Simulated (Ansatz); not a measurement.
Cost and result for the atomization energy of AlH6NO3, SMILES `[NH3+][Al-]([OH])([OH])[OH]` (11 atoms, 10 bonds).

Cartesian coordinates in Å:
```
N 1.290 0.623 0.399
Al -0.457 -0.221 -0.142
O -1.162 -0.425 1.417
O 0.144 -1.630 -0.931
O -1.080 1.041 -1.136
H 1.387 0.605 1.409
H 1.323 1.586 0.082
H 2.064 0.114 -0.015
H -2.022 -0.059 1.612
H -0.144 -2.498 -0.660
H -1.342 0.865 -2.037
```

The species carries charge 0 and has multiplicity 1. All single points use the PBE0-D4/def2-TZVP geometry. It is one conformer, not always the lowest. Program: Ansatz. All runs use 4 threads of an Arm Neoverse V2 on a shared host. Times are those of one run each, without the atoms' runs, and a repeat can differ threefold. Electronic energies, without spin–orbit coupling; frozen cores. CCSD(T)/CBS adds CCSD(T) − MP2 in def2-TZVPP to the MP2 limit, and its time is that of the two runs behind it. T1 = 0.011. B3LYP takes the VWN-RPA correlation (the form of Gaussian; ORCA's B3LYP/G). HSE06 is the plane-wave form, built on full-range PBE exchange.

CCSD(T)/CBS is a level of theory with its own doubt, some kJ/mol a heavy atom from the limit and from the frozen cores, so smaller differences don't rank the functionals.

```
                            level  functions  wall time  atomization (kcal/mol)  difference from CCSD(T)/CBS  per bond
               BLYP-D4/def2-TZVPP        250      1.5 s                   993.6                         -8.0      -0.8
             revPBE-D4/def2-TZVPP        250      1.6 s                   973.6                        -28.0      -2.8
               PBE0-D4/def2-TZVPP        250        2 s                   976.9                        -24.7      -2.5
              HSE06-D4/def2-TZVPP        250      2.1 s                   977.5                        -24.1      -2.4
          CAM-B3LYP-D4/def2-TZVPP        250      2.5 s                   997.8                         -3.8      -0.4
B3LYP-D4/def2-TZVPP (with forces)        250      3.2 s                   989.3                        -12.3      -1.2
                B2PLYP/def2-TZVPP        250      3.9 s                   983.0                        -18.6      -1.9
              PBE-QIDH/def2-TZVPP        250        4 s                   974.2                        -27.4      -2.7
                 CCSD(T)/def2-SVP        104        4 s                   919.7                        -81.9      -8.2
 ωB97M-V/def2-TZVPP (with forces)        250      8.5 s                   995.8                         -5.8      -0.6
                   MP2/def2-QZVPP        478       16 s                  1012.8                         11.2       1.1
               CCSD(T)/def2-TZVPP        250    2.2 min                   968.7                        -32.9      -3.3
                CCSD(T)/CBS(def2)          –    2.4 min                  1001.6                          0.0       0.0
```

At CCSD(T), def2-SVP lies −81.9 kcal/mol from the extrapolated value and def2-TZVPP −32.9 kcal/mol: correlation converges slowly with the basis, and small sets miss more of it in the bonded molecule than in its fragments. Leaving LDA and LC-ωPBE aside and taking each functional with its dispersion term where it has one, the values, not all of them listed here, spread over 50.9 kcal/mol, from BHLYP-D4 to PBE-D4. LDA lies +137.8 kcal/mol from PBE without D4, its usual overbinding. The D4 term adds +7.1 kcal/mol with B3LYP and +3.7 kcal/mol with PBE0; it sums over pairs of atoms, weighted by their polarisabilities, and B3LYP, whose exchange is more repulsive, gets the larger term.
